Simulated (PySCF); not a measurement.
H6NSi2, SMILES [SiH3][N][SiH3] (connectivity only; charge and spin as stated), charge -1, multiplicity 1.

Coordinates come from a PBE0-D3(BJ)/def2-SVPD optimisation. The multiplicity is an assumed one; other spin states were not compared. The isomer is the one that the SMILES or the coordinates give; other isomers of the formula were not compared.

Two levels are set side by side: PBE/def2-TZVPD (PySCF) and CAM-B3LYP/def2-TZVPD (PySCF). Same geometry, gas phase. Differences are taken from unrounded values.

```csv
quantity,CAM-B3LYP,PBE,PBE minus CAM-B3LYP
orbital gap (eV),7.02,3.62,-3.40
highest occupied level (eV),-2.77,-0.31,2.46
lowest empty level (eV),4.25,3.31,-0.94
mean polarisability (bohr³),81.6,89.3,7.7
```

PBE's occupied levels lie high since its potential decays too fast outside the molecule; exact exchange lowers them and widens the gap. Loosely held outer electrons make PBE densities more polarisable. Differences between two approximate levels are no errors against the true value.

Rough cost on one machine, each run with all the roots and properties that it gave: CAM-B3LYP against PBE within a factor of 2.
